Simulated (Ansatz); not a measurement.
System: C$_{3}$H$_{8}$O$_{2}$Si, charge 0, multiplicity 1. 
Coordinates optimised at B3LYP-D3(BJ)/def2-TZVP (Ansatz, a quantum-chemistry and plane-wave program):
```xyz
14

C     -0.8197     1.8291    -0.0673
Si    -0.6109     0.1485     0.7038
C     -1.6202    -1.1749    -0.1283
O      1.0430    -0.2923     0.7050
C      1.7474    -0.4573    -0.4134
O      1.3232    -0.3216    -1.5300
H     -0.1737     2.5658     0.4140
H     -0.5785     1.7994    -1.1303
H     -1.8529     2.1676     0.0434
H     -0.8992     0.1959     2.1536
H     -1.3855    -1.2289    -1.1917
H     -1.4312    -2.1529     0.3183
H     -2.6860    -0.9585    -0.0200
H      2.7850    -0.7384    -0.1861
```

Basis-set convergence of Hartree-Fock and MP2 correlation energies (hartree) with Ansatz. Correlated levels leave the core frozen unless marked. Spin-orbit coupling is left out. Non-relativistic.

| basis | functions | E(HF) | E(corr, MP2) |
|---|---|---|---|
| aug-cc-pV(D+d)Z | 219 | -557.03917 | -0.92867 |
| aug-cc-pV(T+d)Z | 469 | ___ | ___ |

Q: What belongs in the gaps?

A: 
- aug-cc-pV(T+d)Z, E(HF): -557.12498
- aug-cc-pV(T+d)Z, E(corr, MP2): -1.12027
